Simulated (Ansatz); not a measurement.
Input file for Ansatz (a first-principles code): R-wB97M-V/def2-TZVPPD on C2H6OSi (a complex), monomers drawn apart or pushed together. Files ending in .json are basis or fitting sets from the Basis Set Exchange.

Ansatz 0.2 input:
```yaml
crystal:
  periodic: [false, false, false]
  atoms:
    - {symbol: C, position_ang: [-0.14618371, -0.07036537, 0.10699176]}
    - {symbol: C, position_ang: [-1.21301724, -0.45623640, 0.49119218]}
    - {symbol: H, position_ang: [0.79929858, 0.27475184, -0.23652687]}
    - {symbol: H, position_ang: [-2.16260394, -0.79545715, 0.82920939]}
    - {symbol: O, position_ang: [1.20559707, -0.82584985, 5.00132273]}
    - {symbol: Si, position_ang: [1.01978015, 0.55328503, 5.88515734]}
    - {symbol: H, position_ang: [0.87644484, -0.80836685, 4.09429191]}
    - {symbol: H, position_ang: [1.73035281, 1.70408648, 5.27139463]}
    - {symbol: H, position_ang: [1.59281803, 0.27240523, 7.21731708]}
    - {symbol: H, position_ang: [-0.40966714, 0.93026754, 6.02856881]}
basis:
  gaussian:
    orbitals: def2-TZVPPD.json
hamiltonian:
  xc: {name: wB97M-V}
scf: {lower_state_search: off}
```

The log:

```
WARN ansatz: RAYON_NUM_THREADS=1 ignored (pool sized by the plan → 1); use --threads N
Functional definition: wB97M-V
these checks for a lower state are left out or cut short: stability, starts, cluster_reference, orbital_swaps, neighbouring_geometries, increment
integrals: 0.22 GiB planned
1196 factors; their error is unknown
integrals: 0.25 GiB planned
372 factors; integrals over basis functions are off by at most 2.9e-5 eV
mean field: 1.75 GiB planned
mean field evaluation 1: about -12088.9873 eV, gradient 5.6e1 eV
mean field evaluation 2: about -12089.0982 eV, gradient 5.8e1 eV
mean field evaluation 4: about -12094.6401 eV, gradient 1.4e0 eV
mean field evaluation 8: about -12094.6529 eV, gradient 5.0e-1 eV
mean field evaluation 16: about -12094.6531 eV, gradient 8.3e-6 eV
mean field -12094.65313050 eV, -444.4703044956 hartree, gradient 8.5e-6 eV, S^2 0.000000; 0 other end points of the search recorded, 0 dependent functions left out
reference -12094.65320255 eV, -444.4703071432 hartree; 20, 20 occupied and 244, 244 virtual orbitals, 1196 factors
Total energy: -12094.65320255 eV, -444.4703071432 hartree
Checks for a lower state left out: stability, starts, cluster_reference, orbital_swaps, neighbouring_geometries, increment
```

Self-consistency was reached.

Cost: roughly 8 core-seconds.
